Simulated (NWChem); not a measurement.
Molecule: C2H8OSi; SMILES O[SiH](C)C

```xyz
12

Si     0.1010    -0.0002     0.3415
C     -0.8440    -1.5442    -0.1898
C     -0.8401     1.5462    -0.1901
O      1.6753    -0.0022    -0.2377
H      0.2743    -0.0002     1.8178
H     -0.9903    -1.5853    -1.2767
H     -0.3145    -2.4553     0.1112
H     -1.8384    -1.5673     0.2742
H     -0.3082     2.4560     0.1106
H     -0.9863     1.5874    -1.2770
H     -1.8344     1.5719     0.2739
H      1.7794    -0.0027    -1.1992
```
Atoms are numbered in this order, from 1.

All runs: NWChem. Pople sets run with spherical d functions. Structure relaxed at the B3LYP/6-31G* (spherical d) level. Atomic charges in e: unrestrained fits to the electrostatic potential beside Mulliken populations; buried atoms are poorly determined by the fit.

**Question.** Estimate the computed values for Hartree-Fock/6-31G*. Quantities: ESP Si1; Mulliken Si1; ESP C2; Mulliken C2; ESP C3; Mulliken C3; ESP O4; Mulliken O4; relative RMS misfit of the potential (%).

**Answer.** 
* **ESP Si1**: 1.04
* **Mulliken Si1**: 1.16
* **ESP C2**: -0.50
* **Mulliken C2**: -0.82
* **ESP C3**: -0.50
* **Mulliken C3**: -0.82
* **ESP O4**: -0.81
* **Mulliken O4**: -0.90
* **relative RMS misfit of the potential (%)**: 24
